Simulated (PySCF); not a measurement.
Species: C8H7FO2.
Bonds: C1–O2, O2–C3, C3–C4 (aromatic), C4–C5 (aromatic), C5–C6 (aromatic), C6–C7 (aromatic), C7–C8, C8–O9 (double), C8–F10, C7–C11 (aromatic), C3–C11 (aromatic). Hydrogens: H12, H13, H14 on C1; H15 on C4; H16 on C5; H17 on C6; H18 on C11.

The same species was optimised twice, with GFN2-xTB and with PBE0-D3(BJ)/def2-SVP (PySCF), and the same property calculations (PySCF, gas phase) were run on both structures.

```json
{"coordinate": "C8–F10 (Å)", "GFN2-xTB": "1.369", "PBE0-D3(BJ)/def2-SVP": "1.341", "change": "-0.028"}
{"coordinate": "C7–C8 (Å)", "GFN2-xTB": "1.461", "PBE0-D3(BJ)/def2-SVP": "1.477", "change": "+0.016"}
{"coordinate": "C5–C6 (Å)", "GFN2-xTB": "1.385", "PBE0-D3(BJ)/def2-SVP": "1.396", "change": "+0.011"}
{"coordinate": "O2–C3 (Å)", "GFN2-xTB": "1.353", "PBE0-D3(BJ)/def2-SVP": "1.344", "change": "-0.009"}
{"coordinate": "C4–C5 (Å)", "GFN2-xTB": "1.380", "PBE0-D3(BJ)/def2-SVP": "1.387", "change": "+0.007"}
{"coordinate": "C1–O2 (Å)", "GFN2-xTB": "1.410", "PBE0-D3(BJ)/def2-SVP": "1.402", "change": "-0.008"}
{"coordinate": "C3–C11 (Å)", "GFN2-xTB": "1.387", "PBE0-D3(BJ)/def2-SVP": "1.395", "change": "+0.008"}
{"coordinate": "C3–C4 (Å)", "GFN2-xTB": "1.401", "PBE0-D3(BJ)/def2-SVP": "1.405", "change": "+0.004"}
{"coordinate": "C7–C11 (Å)", "GFN2-xTB": "1.398", "PBE0-D3(BJ)/def2-SVP": "1.402", "change": "+0.004"}
{"coordinate": "C6–C7 (Å)", "GFN2-xTB": "1.392", "PBE0-D3(BJ)/def2-SVP": "1.395", "change": "+0.003"}
{"coordinate": "C8=O9 (Å)", "GFN2-xTB": "1.186", "PBE0-D3(BJ)/def2-SVP": "1.187", "change": "+0.001"}
{"coordinate": "C7–C8–O9 (°)", "GFN2-xTB": "129.1", "PBE0-D3(BJ)/def2-SVP": "127.2", "change": "-1.9"}
{"coordinate": "O9–C8–F10 (°)", "GFN2-xTB": "118.5", "PBE0-D3(BJ)/def2-SVP": "120.3", "change": "+1.8"}
{"coordinate": "O2–C3–C11 (°)", "GFN2-xTB": "125.0", "PBE0-D3(BJ)/def2-SVP": "124.4", "change": "-0.6"}
{"coordinate": "C6–C7–C11 (°)", "GFN2-xTB": "120.8", "PBE0-D3(BJ)/def2-SVP": "121.2", "change": "+0.4"}
{"coordinate": "C4–C3–C11 (°)", "GFN2-xTB": "119.0", "PBE0-D3(BJ)/def2-SVP": "119.3", "change": "+0.3"}
{"coordinate": "O2–C3–C4 (°)", "GFN2-xTB": "116.0", "PBE0-D3(BJ)/def2-SVP": "116.3", "change": "+0.3"}
{"coordinate": "C3–C4–C5 (°)", "GFN2-xTB": "120.8", "PBE0-D3(BJ)/def2-SVP": "120.5", "change": "-0.3"}
{"coordinate": "C3–C11–C7 (°)", "GFN2-xTB": "119.8", "PBE0-D3(BJ)/def2-SVP": "119.5", "change": "-0.3"}
{"coordinate": "C1–O2–C3–C4 (°)", "GFN2-xTB": "180", "PBE0-D3(BJ)/def2-SVP": "180", "change": "0"}
{"coordinate": "C6–C7–C8–O9 (°)", "GFN2-xTB": "180", "PBE0-D3(BJ)/def2-SVP": "-179", "change": "+1"}
```

Rotational constants: A = 1938, B = 760.2, C = 547.9 MHz (GFN2-xTB) against A = 1922, B = 764.2, C = 548.7 MHz (PBE0-D3(BJ)/def2-SVP). Atoms that the bonding makes alike are paired by their places after alignment.

On the GFN2-xTB structure: HOMO (eV) -7.10 [PBE0/pcSseg-1]; LUMO (eV) -1.96 [PBE0/pcSseg-1]; dipole (D) 3.40 [PBE0/pcSseg-1]; GIAO shielding of C1 (ppm) 130.6 [PBE0/pcSseg-1]; GIAO shielding of O2 (ppm) 227.0 [PBE0/pcSseg-1]; GIAO shielding of C3 (ppm) 19.9 [PBE0/pcSseg-1]; GIAO shielding of C4 (ppm) 55.0 [PBE0/pcSseg-1]; GIAO shielding of C5 (ppm) 51.7 [PBE0/pcSseg-1]; GIAO shielding of C6 (ppm) 56.5 [PBE0/pcSseg-1]; GIAO shielding of C7 (ppm) 56.3 [PBE0/pcSseg-1]; GIAO shielding of C8 (ppm) 20.5 [PBE0/pcSseg-1].

**Question.** What do these properties become on the PBE0-D3(BJ)/def2-SVP structure?

**Answer.** 
| property | level | on GFN2-xTB | on PBE0-D3(BJ)/def2-SVP | change |
| --- | --- | --- | --- | --- |
| HOMO (eV) | PBE0/pcSseg-1 | -7.10 | -7.04 | +0.06 |
| LUMO (eV) | PBE0/pcSseg-1 | -1.96 | -1.89 | +0.07 |
| dipole (D) | PBE0/pcSseg-1 | 3.40 | 3.14 | -0.26 |
| energy, GFN2-xTB geometry as zero (kcal/mol) | PBE0/pcSseg-1 | 0.0 | -0.2 | -0.2 |
| GIAO shielding of C1 (ppm) | PBE0/pcSseg-1 | 130.6 | 130.0 | -0.6 |
| GIAO shielding of O2 (ppm) | PBE0/pcSseg-1 | 227.0 | 227.3 | +0.3 |
| GIAO shielding of C3 (ppm) | PBE0/pcSseg-1 | 19.9 | 19.6 | -0.3 |
| GIAO shielding of C4 (ppm) | PBE0/pcSseg-1 | 55.0 | 54.2 | -0.8 |
| GIAO shielding of C5 (ppm) | PBE0/pcSseg-1 | 51.7 | 49.5 | -2.2 |
| GIAO shielding of C6 (ppm) | PBE0/pcSseg-1 | 56.5 | 56.1 | -0.4 |
| GIAO shielding of C7 (ppm) | PBE0/pcSseg-1 | 56.3 | 53.4 | -2.9 |
| GIAO shielding of C8 (ppm) | PBE0/pcSseg-1 | 20.5 | 20.6 | +0.1 |

The heavy atoms differ by 0.017 Å rms after alignment. Among bonds between heavy atoms C8–F10 changes most (-0.028 Å). Changes are differences of the printed values. Neither structure is proved a minimum here.

Shape of the structure used: `[CH3:1][O:2][c:3]1[cH:4][cH:5][cH:6][c:7]([C:8](=[O:9])[F:10])[cH:11]1`: C1–O2–C3–C4 180°, C6–C7–C8–O9 -179°.
